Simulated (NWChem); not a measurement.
## SiH3O4 (SMILES [O][Si](O)(O)O): entropy by statistical mechanics

A doublet with charge 0, relaxed at UHF/3-21G (NWChem 7.3.0):

```xyz
8

O     0.8798    0.8213   -1.2960
Si    0.0249    0.0181   -0.0502
O    -0.5587    1.1887    0.9300
O     1.0940   -0.9887    0.6641
O    -1.2238   -0.8723   -0.6102
H    -0.1039    1.8179    1.4891
H     0.9956   -1.9236    0.8476
H    -2.1108   -0.6106   -0.8546
```

Harmonic wavenumbers in cm⁻¹: 100, 191, 260, 286, 294, 358, 367, 444, 704, 723, 746, 848, 1048, 1133, 1151, 4024, 4034, 4038.

Masses in u: O 15.999, Si 28.085, H 1.008. Take T = 298.15 K, p = 1 bar, R = 8.3145 J/(mol K), kT/hc = 207.22 cm⁻¹, rigid rotor and harmonic oscillator.

**Question.** Work out S° at 298 K.

**Answer.** 
1. Translation (Sackur–Tetrode): S = R[3/2 ln M + 5/2 ln T − 1.1517] with M = 95.105 gives 165.7 J/(mol K).
2. Rotation: principal moments 123.152, 125.839, 134.575 u Å² give A, B, C = 0.1369, 0.134, 0.1253 cm⁻¹; the symmetry number is σ = 1; q = (√π/σ)√((kT/hc)³/ABC) = 110279; S = R(ln q + 3/2) = 109.0.
3. Vibration: with u = ν̃/207.22, each mode gives R[u/(eᵘ − 1) − ln(1 − e⁻ᵘ)]; the sum is 60.7, most from 100 cm⁻¹ (14.5), 191 cm⁻¹ (9.3), 260 cm⁻¹ (7.0).
4. Spin and the two mirror images of this shape: R ln 4 = 11.5.
5. Sum: 165.7 + 109.0 + 60.7 + 11.5 = 346.9 J/(mol K).

No measured value is set beside it here. Where a soft mode is a torsion, a harmonic oscillator describes it poorly. One conformer is counted; others would raise S. The set lacks polarisation functions, so shape and wavenumbers are rough.
